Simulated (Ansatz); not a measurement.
`NB(S)Br`. The species carries charge 0 and has multiplicity 1. Correlated methods include outer-core shells of Br, which these sets cover unevenly. Scalar relativity is left out up to krypton.

| atom | x (Å) | y (Å) | z (Å) |
| --- | --- | --- | --- |
| N1 | 0.798 | -0.829 | 0.386 |
| B2 | -0.151 | 0.027 | -0.155 |
| S3 | -0.428 | 1.669 | 0.562 |
| Br4 | -1.168 | -0.576 | -1.691 |
| H5 | 0.972 | -1.744 | 0.008 |
| H6 | 1.365 | -0.590 | 1.182 |
| H7 | -1.388 | 2.044 | -0.293 |

(1) Give the diagnostics of a CCSD(T)/def2-TZVPP run (frozen core, the Gaussian-basis code of Ansatz). (Best estimate.)

Answers

(1) The calculation gave: T1 = 0.0100, largest single amplitude 0.037, largest double 0.034, (T) share of the correlation energy 4.0 %, 9 CCSD cycles. The RHF solution is stable towards an unrestricted one. T1 lies under the customary mark of 0.02 for closed shells.
